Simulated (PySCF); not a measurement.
Compound: C8H13NSi.
Numbering: `[CH3:1][Si:2]([CH3:3])([CH3:4])[c:5]1[cH:6][cH:7][cH:8][n:9][cH:10]1` (hydrogens: H11, H12, H13 on C1; H14, H15, H16 on C3; H17, H18, H19 on C4; H20 on C6; H21 on C7; H22 on C8; H23 on C10)

Geometry (GFN2-xTB, Å), atoms numbered from 1 in this order:
```xyz
23
C8H13NSi angstrom
C     -1.8741    0.5224    1.5458
Si    -1.1140    0.0327   -0.1326
C     -1.7523   -1.6875   -0.6551
C     -1.5690    1.3330   -1.4527
C      0.7789   -0.0432    0.0107
C      1.4653    0.2283    1.1908
C      2.8480    0.1524    1.2227
C      3.5105   -0.1961    0.0567
N      2.8828   -0.4579   -1.0776
C      1.5653   -0.3818   -1.0900
H     -1.6284   -0.1974    2.3210
H     -1.5250    1.4971    1.8736
H     -2.9566    0.5705    1.4781
H     -1.3392   -1.9874   -1.6133
H     -2.8341   -1.6928   -0.7484
H     -1.4821   -2.4495    0.0700
H     -1.1875    2.3158   -1.1916
H     -1.1578    1.0709   -2.4229
H     -2.6456    1.4189   -1.5651
H      0.9181    0.4982    2.0826
H      3.3983    0.3570    2.1291
H      4.5901   -0.2708    0.0221
H      1.1035   -0.6059   -2.0436
```

Method: PBE0/pcSseg-1 in PySCF (dipole) on a GFN2-xTB geometry, gas phase.

Masses are those of the commonest isotopes; rigid-rotor values at the optimised geometry. 

Q: What are A, B and C (MHz)?

A: Ia = 249.20, Ib = 697.81, Ic = 781.22 u·Å²; 505379 MHz·u·Å²/I gives A = 2028, B = 724.2, C = 646.9 MHz.

Q: Classify the top.

A: An asymmetric top. Ray's parameter κ = (2B − A − C)/(A − C) = -0.888; −1 is the prolate and +1 the oblate limit.

Q: Is it planar, by Δ = Ic − Ia − Ib?

A: Not planar: Δ = Ic − Ia − Ib = -165.79 u·Å². For a rigid frame Δ = −2 Σ m c², so Σ m c² = 82.90 u·Å² lies off the ab plane: 24.14 from hydrogen and 58.76 from heavier atoms. The atom farthest from that plane is 2.47 Å away.

Q: Give the other two planar moments, Paa and Pbb, and the rms extents of the mass along the axes.

A: Paa = Σ m a² = (Ib + Ic − Ia)/2 = 614.91 and Pbb = Σ m b² = (Ia + Ic − Ib)/2 = 166.31 u·Å². With the mass M = 151.08 u, the rms extents √(P/M) along a, b and c are 2.02, 1.05, 0.74 Å.

Q: Which types of transition are allowed, and where do some lines up to J = 2 fall?

A: The dipole components are |μa| = 1.42 D, |μb| = 1.89 D, |μc| = 0.00 D; the mirror of this Cs structure is the ab plane, so μc vanishes by symmetry and there are no c-type lines. The squared components, which scale the intensities, stand as 0.57 : 1.00 (a : b). Some lines, for components of 0.1 D or more:

```
type  branch         J(Ka,Kc)   MHz  lower level (cm⁻¹)
   a       R  1(0,1) ← 0(0,0)  1371               0.000
   b       Q  1(1,0) ← 1(0,1)  1381               0.046
   b       R  2(0,2) ← 1(1,1)  1435               0.089
   b       Q  2(1,1) ← 2(0,2)  1462               0.137
   a       R  2(1,2) ← 1(1,1)  2665               0.089
   b       R  1(1,1) ← 0(0,0)  2675               0.000
   a       R  2(0,2) ← 1(0,1)  2739               0.046
   a       R  2(1,1) ← 1(1,0)  2820               0.092
   b       Q  2(2,0) ← 2(1,1)  3915               0.186
   b       R  2(1,2) ← 1(0,1)  3969               0.046
   b       Q  2(2,1) ← 2(1,2)  4143               0.178
   b       R  2(2,1) ← 1(1,0)  6731               0.092
   b       R  2(2,0) ← 1(1,1)  6812               0.089
```

Q: Estimate the classical rotational partition function at 10 K, 100 K and 500 K.

A: Point group Cs, symmetry number σ = 1; q = (√π/σ)·√((kT/h)³/(ABC)), k/h = 20836.6 MHz/K: 5470 at 10 K, 173000 at 100 K, 1930000 at 500 K.

Whether it is a minimum is left open (no frequencies). These are rigid-rotor constants of the computed structure; measured ground-state constants (B0) also hold zero-point vibration. A rigid rotor knows nothing of internal rotation, which can split or shift real lines. Quadrupole hyperfine structure (14N) is left out.
